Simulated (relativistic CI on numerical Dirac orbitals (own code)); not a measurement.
**O³⁺: what numerical and physical settings do to a radial Dirac CI calculation**

Reference input:

```
atom O  Z=8  charge=3  electrons=5
nucleus A=16  rms_radius_fm=2.6991
hamiltonian dirac-coulomb  breit=on  qed=on  c_scale=1
orbitals kli  potential=per-configuration
slater_scale 1
correlation none
mixing on
grid step=0.0125 r_max=25.7
scf mixing=0.4 start=green max_iterations=150 tolerance=2e-08 node_fill=0.05
configurations
  [He] 2s2 2p
  [He] 2s 2p2
  [He] 2p3
  [He] 2s2 3s
  [He] 2s2 3p
end
```

Computed lowest total energy -71.19446 Ha, first excitation 376.7 cm⁻¹, 44 SCF steps. Runs with settings changed; * marks those that are bad on purpose (the QED terms keep the true α when c is scaled):

| Changed | Outcome | Lowest level | ΔE (Ha) | First excitation (cm⁻¹) | SCF steps | Message |
| --- | --- | --- | --- | --- | --- | --- |
| node fill of the KLI weights 0.5 | converged | 2s²2p ²P°1/2 | 0.0018 | 385.6 | 45 |  |
| QED terms off | converged | 2s²2p ²P°1/2 | -0.00486 | 375.3 | 44 |  |
| node fill of the KLI weights 0.01, iteration limit 20, nuclear radius 3.5088 fm | converged | 2s²2p ²P°1/2 | 5.92e-05 | 375.3 | 43 |  |
| QED terms off, grid step 0.02 | converged | 2s²2p ²P°1/2 | -0.00486 | 375.3 | 43 |  |
| SCF mixing 1.3 * | converged | 2s²2p ²P°1/2 | 1.36e-10 | 376.7 | 40 |  |
| speed of light × 0.4 * | converged | 2s²2p ²P°1/2 | -0.268 | 2359.2 | 44 |  |

With so few configurations and no correlation, terms lie too far apart (by 10 to 50 % near neutrality), their order can be wrong, and levels of other configurations are missing.
